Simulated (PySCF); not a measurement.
Hf(F)3(OH)(OH2) (F₃H₃HfO₂), SMILES [OH][Hf]([F])([F])(<-[OH2])[F], multiplicity 1.

The structure is a stationary point at B3LYP-D3(BJ)/def2-SVP. The multiplicity is an assumed one; no other spin state was optimised. The structure was generated by enumeration; whether it is a known compound was not checked. The def2 effective core potentials stand for the cores of Hf; spin–orbit coupling is left out. One conformer was computed; it need not be the lowest.

Two levels are set side by side: PBE/def2-TZVP (PySCF) and PBE0/def2-TZVP (PySCF). Same geometry, gas phase. Differences are taken from unrounded values.

```json
[
 {"quantity": "orbital gap (eV)", "PBE": "6.40"},
 {"quantity": "highest occupied level (eV)", "PBE": "-7.62"},
 {"quantity": "lowest empty level (eV)", "PBE": "-1.22"},
 {"quantity": "dipole moment (D)", "PBE": "2.49"},
 {"quantity": "mean polarisability (bohr³)", "PBE": "46.4"}
]
```

Q: These are the PBE values. What does PBE0 give? (The exact figures need the calculation; the answer reports its results.)

A: 
| quantity | PBE0 | PBE minus PBE0 |
|---|---|---|
| orbital gap (eV) | 8.96 | -2.56 |
| highest occupied level (eV) | -9.37 | 1.75 |
| lowest empty level (eV) | -0.41 | -0.82 |
| dipole moment (D) | 2.58 | -0.09 |
| mean polarisability (bohr³) | 42.7 | 3.7 |

PBE's occupied levels lie high since its potential decays too fast outside the molecule; exact exchange lowers them and widens the gap. Loosely held outer electrons make PBE densities more polarisable. Differences between two approximate levels are no errors against the true value.

Rough cost on one machine, each run with all the roots and properties that it gave: PBE0 against PBE within a factor of 2.
